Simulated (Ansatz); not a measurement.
```yaml
atoms:
  - { symbol: Si, position_ang: [0.0000, 0.0000, 0.0000] }
  - { symbol: H, position_ang: [0.0000, 0.0000, 3.9760] }
  - { symbol: H, position_ang: [0.0000, 3.0458, -2.5557] }
  - { symbol: H, position_ang: [2.6377, -1.5229, -2.5557] }
```

Basis set: pcseg-2 (spherical functions). Charge 0, multiplicity 2.

Computed with Ansatz (development build ahead of 0.2.0); each method stands on the lowest determinant of its kind that the runs found. Restricted functionals stand beside restricted open-shell atoms, which can lie above the unrestricted atoms usual in DFT and then raise those values.

The atomization energy at this shape (free ground-state atoms in the same class of orbitals less the molecule, no zero-point energy) of doublet SiH₃ in separate pieces:

```
                      method  atomization energy
PBE0 (restricted open-shell)       -274.3 kJ/mol
                         UHF          1.6 kJ/mol
                        ROHF       -631.8 kJ/mol
```

Question: What does PBE (unrestricted) give?

Answer: 7.6 kJ/mol. Caution: the shape is not the minimum. Caution for PBE (unrestricted), PBE0 (restricted open-shell): charge can spread falsely over distant fragments. Caution for PBE (unrestricted), UHF: the unrestricted determinant is a mixture of spin states. Caution for PBE0 (restricted open-shell): stretched shape with no unrestricted run beside it, a lower state can exist. Caution for PBE0 (restricted open-shell), ROHF: the molecule lies well above its atoms at this level. Caution for ROHF: an unrestricted determinant lies well below.
